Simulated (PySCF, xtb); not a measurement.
C3H10ClNSi, SMILES C[C@@H](N)[Si@H](C)Cl.

xtb 6.7.1 with GFN2-xTB at its own geometry gives an orbital gap of 5.17 eV and a dipole moment of 3.44 D.

Coordinates come from a PBE0-D3(BJ)/def2-SVP optimisation. The structure was generated by enumeration; whether it is a known compound was not checked. Other conformers were not sampled.

Question: What does ωB97X/def2-TZVP in PySCF give? (The exact figures need the calculation; the answer reports its results.)

Answer: gap 11.95 eV (levels -9.48 and 2.48 eV), dipole 3.19 D.
